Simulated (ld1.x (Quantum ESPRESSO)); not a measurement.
**Reading a pseudo-wave (carbon)**

Columns: radius, all-electron u(r) and pseudo u(r) of the 2p shell (level -5.29 eV) of carbon in the configuration [He] 2s2 2p2; PBE, non-relativistic, RRKJ scheme, ld1.x (Quantum ESPRESSO) 7.5.

```json
{"r (bohr)": "0.135", "all-electron": "0.0782", "pseudo": "0.0224"}
{"r (bohr)": "0.270", "all-electron": "0.2215", "pseudo": "0.0865"}
{"r (bohr)": "0.405", "all-electron": "0.3636", "pseudo": "0.1843"}
{"r (bohr)": "0.540", "all-electron": "0.4823", "pseudo": "0.3033"}
{"r (bohr)": "0.675", "all-electron": "0.5733", "pseudo": "0.4294"}
{"r (bohr)": "0.810", "all-electron": "0.6391", "pseudo": "0.5485"}
{"r (bohr)": "0.945", "all-electron": "0.6812", "pseudo": "0.6486"}
{"r (bohr)": "1.080", "all-electron": "0.7031", "pseudo": "0.7217"}
{"r (bohr)": "1.215", "all-electron": "0.7089", "pseudo": "0.7642"}
{"r (bohr)": "1.350", "all-electron": "0.7022", "pseudo": "0.7768"}
{"r (bohr)": "1.485", "all-electron": "0.6863", "pseudo": "0.7640"}
{"r (bohr)": "1.620", "all-electron": "0.6638", "pseudo": "0.7326"}
{"r (bohr)": "1.755", "all-electron": "0.6369", "pseudo": "0.6900"}
{"r (bohr)": "1.890", "all-electron": "0.6072", "pseudo": "0.6429"}
{"r (bohr)": "2.025", "all-electron": "0.5759", "pseudo": "0.5965"}
{"r (bohr)": "2.160", "all-electron": "0.5439", "pseudo": "0.5536"}
{"r (bohr)": "2.295", "all-electron": "0.5119", "pseudo": "0.5154"}
{"r (bohr)": "2.430", "all-electron": "0.4804", "pseudo": "0.4812"}
{"r (bohr)": "2.565", "all-electron": "0.4499", "pseudo": "0.4499"}
{"r (bohr)": "2.700", "all-electron": "0.4204", "pseudo": "0.4204"}
{"r (bohr)": "2.835", "all-electron": "0.3923", "pseudo": "0.3923"}
{"r (bohr)": "2.970", "all-electron": "0.3656", "pseudo": "0.3656"}
{"r (bohr)": "3.105", "all-electron": "0.3404", "pseudo": "0.3404"}
{"r (bohr)": "3.240", "all-electron": "0.3166", "pseudo": "0.3166"}
{"r (bohr)": "3.375", "all-electron": "0.2942", "pseudo": "0.2942"}
{"r (bohr)": "3.510", "all-electron": "0.2732", "pseudo": "0.2732"}
```

How many radial nodes do the two functions have?

The all-electron 2p function has n − l − 1 = 0; the pseudo-wave has 0.

At about which radius was the pseudo-wave matched?

2.70 bohr. The columns agree to 0.0005 from 2.56 bohr on; several derivatives are matched, so the curves merge somewhat inside the radius.

Is the pseudo-wave norm-conserving?

Yes: the RRKJ scheme keeps the norm inside the radius equal to the all-electron one, which fixes the energy derivative of the logarithmic derivative at the level.
